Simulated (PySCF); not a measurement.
A run for PySCF: R-BP86/6-31G* on H3N3 (a complex), monomers drawn apart or pushed together.

```python
from pyscf import gto, scf, dft, mp
from pyscf.data.elements import chemcore

mol = gto.M(
    atom='''
    N    -0.15989024    0.18569666   -0.16589829
    H    -0.38509107    0.33453743   -1.14295921
    H     0.76478673    0.56906909   -0.00636693
    H    -0.09523295   -0.81509797   -0.01874501
    N     0.50889496   -0.37418028    3.42929965
    N    -0.19964532    0.09285009    4.11440041
    ''',
    basis='6-31g*',
    cart=True,
    charge=0, spin=0, verbose=3, max_memory=1800)
mf = dft.RKS(mol, xc='b88,p86')
mf.conv_tol = 1e-8
mf.max_cycle = 100
mf.kernel()
if not mf.converged:
    mf = mf.newton().run(mf.mo_coeff, mf.mo_occ)
```

The log:

```
converged SCF energy = -166.070717313655
```

Self-consistency was reached.

Cost: about 1.4 core-seconds (a rough figure).
